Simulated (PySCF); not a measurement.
# SeO₃: PBE0 against B3LYP

Base calculation in PySCF with density fitting and no spin–orbit coupling, PBE0/def2-TZVP (no relativity): singlet, D3h, Se–O 1.588 Å (×3); wavenumbers 278, 360 (×2), 954, 1071 (×2) cm⁻¹; gap between the highest occupied and lowest empty levels 6.52 eV, polar-tensor charge of Se 1.57 e, atomisation energy (no zero-point energy) 1059 kJ/mol.

**Question.** What changes on going to B3LYP/def2-TZVP (no relativity)?

**Answer.** The point group stays the same. Changes: mean bond to Se +0.013 Å, highest wavenumber -47 cm⁻¹, lowest wavenumber -16 cm⁻¹, gap between the highest occupied and lowest empty levels -0.69 eV, polar-tensor charge of Se -0.05 e, atomisation energy (no zero-point energy) -12 kJ/mol. The new structure has Se–O 1.601 Å (×3), with wavenumbers 262, 349 (×2), 911, 1024 (×2) cm⁻¹.

Only the bonding shown was studied: isomers, or loss of a ligand pair, can lie lower.
